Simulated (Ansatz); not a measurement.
`[NH2][Ti]([F])([F])[F]` + HBr → `[F][Ti]([F])([F])[Br]` + NH₃ at 600 K and 1 bar (ligand exchange at a Ti–N bond).

Calculated with Ansatz (gas phase, PBE0-D4/def2-TZVP geometries, no zero-point term in ΔE). CCSD(T)/CBS is the MP2 limit (def2-TZVPP, def2-QZVPP) plus CCSD(T) − MP2 in def2-TZVPP, frozen cores. This one scheme is used for every species. For Br, Ti outer-core shells are correlated without core-valence functions, which leaves a few kJ/mol of doubt a bond. Scalar relativity is left out up to krypton. One conformer a species, not always the lowest.

| species | CCSD(T)/CBS energy (Eh) | H − E (kJ/mol) | S (J/(mol·K)) |
| --- | --- | --- | --- |
| `[NH2][Ti]([F])([F])[F]` | -1204.44931 | 139.5 | 438.7 |
| HBr | -2573.91920 | 33.5 | 219.1 |
| `[F][Ti]([F])([F])[Br]` | -3721.88725 | 69.8 | 407.4 |
| NH₃ | -56.50880 | 112.4 | 219.5 |

H − E and S are ideal-gas, rigid-rotor, harmonic terms from PBE0-D4/def2-TZVP, for one conformer and one mirror image of each species. 1 Eh = 2625.50 kJ/mol, R = 8.31446 J/(mol·K).

Problem. By hand: ΔE, ΔH, ΔS and ΔG.

Solution. ΔE = (-3721.88725) + (-56.50880) − (-1204.44931) − (-2573.91920) = -0.02754 Eh = -72.3 kJ/mol. Δ(H − E) = 69.8 + 112.4 − 139.5 − 33.5 = 9.2, so ΔH = -63.1 kJ/mol. ΔS = 407.4 + 219.5 − 438.7 − 219.1 = -30.9 J/(mol·K). ΔG = -63.1 − 600 × (-30.9)/1000 = -44.6 kJ/mol.

Problem. By hand: the equilibrium constant, and the temperature at which ΔG would vanish if ΔH and ΔS stayed fixed.

Solution. log₁₀ K = −ΔG/(RT ln 10) = 3.9. ΔG = 0 at ΔH/ΔS = 2042 K.

ΔH outweighs TΔS. A doubt of 5 kJ/mol in ΔE shifts log₁₀ K by 0.4 here. Other conformers and mirror images would add mixing entropy, several J/(mol·K) or more a flexible species. Modes under 60 cm⁻¹, often nearly free rotors, make the harmonic entropy too high. These are equilibria of isolated gas molecules and say nothing of rates. Largest T1 diagnostic: 0.024 (customary marks: 0.02 for closed shells, 0.045 for open ones).
